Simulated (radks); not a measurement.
The krypton ion Kr17+, configuration [Ar] 4s1 (not the ground configuration). Method: Dirac Kohn-Sham, LDA (Slater exchange, Perdew-Wang correlation), spin-unpolarised, spherical densities, finite nucleus; Fermi nuclear charge, rms radius 4.1884 fm; computed with a radial shooting solver on a logarithmic mesh with Libxc functionals. Some entries of the table are withheld. Estimate them.

orbital  occ.  eigenvalue (hartree)  <1/r> (bohr^-1)
1s1/2       2                   (1)            36.71
2s1/2       2             -92.24694              (2)
2p1/2       2                   (3)            8.223
2p3/2       4                   (4)            7.941
3s1/2       2             -29.52648            3.087
3p1/2       2             -27.30757            3.020
3p3/2       4             -26.90182            2.953
3d3/2       0                   (5)            2.818
3d5/2       0                   (6)            2.801
4s1/2       1             -13.87292              (7)
4p1/2       0             -13.00954            1.466
4p3/2       0             -12.88034            1.444

Answer. 
(1) 1s1/2 eigenvalue (hartree): -543.0396
(2) 2s1/2 <1/r> (bohr^-1): 8.263
(3) 2p1/2 eigenvalue (hartree): -85.81060
(4) 2p3/2 eigenvalue (hartree): -83.82266
(5) 3d3/2 eigenvalue (hartree): -23.39279
(6) 3d5/2 eigenvalue (hartree): -23.31034
(7) 4s1/2 <1/r> (bohr^-1): 1.506
